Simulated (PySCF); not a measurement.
PySCF input file for CaCl, SMILES [Cl][Ca], multiplicity 2, PBE-D3(BJ)/def2-TZVPD. The structure is a stationary point at PBE-D3(BJ)/def2-TZVPD. The multiplicity is an assumed one; other spin states were not compared.

```python
import numpy as np
from pyscf import gto, scf, dft, df
from pyscf.hessian import thermo

mol = gto.M(
    atom='''
    Ca    0.00000000    0.00000000   -1.11569598
    Cl    0.00000000    0.00000000    1.31258350
    ''',
    basis='def2-TZVPD',
    charge=0,
    spin=1,
    max_memory=1600,
    verbose=3,
)
mf = dft.UKS(mol, xc='pbe').density_fit(auxbasis='def2-universal-jkfit')
mf.disp = 'd3bj'
mf.grids.level = 3
mf.conv_tol = 1e-11
mf.max_cycle = 100
mf.kernel()
fine, coarse = mf.grids, dft.Grids(mol).set(level=1).build(with_non0tab=True)
for _ in range(3):  # follow internal instabilities
    mf.grids = coarse
    mo, _, stable, _ = mf.stability(return_status=True, nroots=4)
    mf.grids = fine
    if stable:
        break
    mf.kernel(mf.make_rdm1(mo, mf.mo_occ))

# analytic Hessian; the response equations are solved on a coarser grid
h, args, fine = mf.Hessian(), (mf.mo_energy, mf.mo_coeff, mf.mo_occ), mf.grids
h.max_memory = max(150, 2.5e-5 * df.make_auxmol(mol, mf.with_df.auxbasis).nao * mol.nelec[0] * (mol.nelec[0] + mol.nao))  # MB; small integral blocks
h1ao = h.make_h1(mf.mo_coeff, mf.mo_occ)
mf.grids = dft.Grids(mol).set(level=1).build(with_non0tab=True)
mo1, mo_e1 = h.solve_mo1(*args, h1ao)
mf.grids = fine
hess = h.hess_elec(*args, mo1, mo_e1, h1ao) + h.hess_nuc()
if mf.do_disp():
    hess += h.get_dispersion()
for i in range(mol.natm):  # the analytic DFT Hessian lacks the response of the grid: restore translational invariance
    hess[i, i] -= hess[i].sum(axis=0)
hess = (hess + hess.transpose(1, 0, 3, 2)) / 2
vib = thermo.harmonic_analysis(mol, hess, imaginary_freq=False)
thermo.dump_normal_mode(mol, vib)
th = thermo.thermo(mf, vib['freq_au'][vib['freq_au'] > 0], 298.15, 101325)
thermo.dump_thermo(mol, th)
g0 = mf.nuc_grad_method().set(verbose=0).kernel()

# dipole derivatives [dipole axis, atom, xyz] from the same response
r, irp = mol.intor('int1e_r'), mol.intor('int1e_irp').reshape(3, 3, mol.nao, mol.nao)
sl, dm0, ok = mol.aoslice_by_atom(), np.array(mf.make_rdm1()), []
dmu = np.einsum('a,xt->xat', mol.atom_charges(), np.eye(3))
for a, (_, _, p0, p1) in enumerate(sl):
    dmu[:, a] += 2 * np.einsum('xtij,ij->xt', irp[:, :, :, p0:p1], dm0.reshape(-1, mol.nao, mol.nao).sum(0)[:, p0:p1])
    for u, c, occ, f in zip(mo1, mf.mo_coeff, mf.mo_occ, (2, 2)):
        dmu[:, a] -= f * np.einsum('tui,xuv,vi->xt', u[a], r, c[:, occ > 0], optimize=True)
L = vib['norm_mode']
ir = 974.8801 * (np.einsum('xat,kat->kx', dmu, L) ** 2).sum(1)       # km/mol
apt = np.einsum('xax->a', dmu) / 3
print('mode   freq/cm-1   IR/(km/mol)')
for k, w in enumerate(vib['freq_wavenumber']):
    print(f'{k + 1:4d} {w:11.2f} {ir[k]:13.3f}')
print('max |gradient| / (hartree/bohr):', abs(g0).max())
print('APT charges:', apt.round(4))
```

Output:

```

WARN: HOMO -0.128048446084829 >= LUMO -0.128048446084833

converged SCF energy = -1137.45274402794  <S^2> = 0.75020058  2S+1 = 2.0002006
<class 'pyscf.df.df_jk.DFUKS'> wavefunction is stable in the internal stability analysis

WARN: DFTD3 does not support analytical Hessian, using finite difference


WARN: Mole.unit (angstrom) is changed to Bohr

Mode                                 0
Irrep
Freq [cm^-1]                      365.0725
Reduced mass [au]                  37.4815
Force const [Dyne/A]                2.9432
Char temp [K]                     525.2580
Normal mode                   x     y     z
       0  Ca                 0.00  0.00 -0.11
       1  Cl                 0.00  0.00  0.12
temperature 298.1500 [K]
pressure 101325.00 [Pa]
Rotational constants [GHz] inf 4.55623 4.55623
Symmetry number 1
Zero-point energy (ZPE) 0.00083 [Eh]   2183.618 [J/mol]
                           tot       elec      trans        rot        vib
Entropy [J/mol/K]       241.374      5.763    162.680     68.327      4.604
Cv [J/mol/K]             27.247      0.000     12.472      8.314      6.461
Cp [J/mol/K]             35.561      0.000     20.786      8.314      6.461
Internal energy [J/mol]                      3718.434   2478.956   3089.221
Internal energy [Eh]   -1137.44921  -1137.45274
Enthalpy [J/mol]                             6197.391   2478.956   3089.221
Enthalpy [Eh]          -1137.44826
Gibbs free energy [J/mol]                  -42305.558 -17892.642   1716.488
Gibbs free energy [Eh] -1137.47567
mode   freq/cm-1   IR/(km/mol)
   1      365.07        53.776
max |gradient| / (hartree/bohr): 2.8178968685701023e-05
APT charges: [ 0.5589 -0.5589]
```

The calculation finished and met its thresholds.
